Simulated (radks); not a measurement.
Values are calculated unless marked as measured or tabulated.
Task: The zirconium ion Zr4+, [Kr]. Level of theory: non-relativistic Kohn-Sham, PBE, spin-polarised, spherical densities, point nucleus (a radial shooting solver on a logarithmic mesh with Libxc functionals). Every spin shell is full or empty, so the densities are truly spherical. Functionals are evaluated on that one density, not self-consistently. Rank these orbital-free kinetic functionals by their error against the exact value of the orbitals, and give that value: Thomas-Fermi, von Weizsacker, TF + vW, TF + vW/9, TF + vW/5, LC94, APBEK, revAPBEK, Perdew 92, Thakkar, Pearson, LKT, PG1, DePristo-Kress, Ernzerhof.

Result: Exact: 3535.95 hartree. From best to worst, with 100 (|E| - |E exact|)/|E exact| (equal figures are ties): DePristo-Kress -0.05, LC94 +0.07, APBEK +0.14, revAPBEK +0.34, Ernzerhof -0.36, Thakkar -0.49, Perdew 92 -0.67, TF + vW/9 -0.68, Pearson -0.99, TF + vW/5 +3.30, Thomas-Fermi -5.66, PG1 +16.54, LKT +20.97, TF + vW +39.16, von Weizsacker -55.18.
